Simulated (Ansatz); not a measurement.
System: SiNH₄, charge 0, doublet. SiNH4 (SMILES N[SiH2], doublet).
B3LYP-D3(BJ)/def2-TZVP minimum from Ansatz (a first-principles code):
```
N
H 1 1.0087
H 1 1.0087 2 110.98
Si 1 1.7309 2 120.36 3 -148.43
H 4 1.4907 1 106.96 2 -48.13
H 4 1.4907 5 110.36 1 116.00
```
Charge 0, spin multiplicity 2.

Total energies in aug-cc-pV(D+d)Z, 13 correlated electrons, 6 frozen orbitals. Open shells are spin-unrestricted; no spin-orbit coupling. Correlated methods leave the cores frozen. No relativity.

```
method    program  energy (Eh)  minus CCSDT(Q) (mEh)
--------  -------  -----------  --------------------
HF         Ansatz   -345.70463                318.78
MP2        Ansatz   -345.98209                 41.32
CCSD       Ansatz   -346.01281                 10.61
CCSD(T)    Ansatz   -346.02194                  1.48
CCSDT(Q)   Ansatz   -346.02342                  0.00
```

Rough core times of Ansatz's runs on a shared machine: CCSD(T) under 20 s, CCSDT(Q) 20 min.
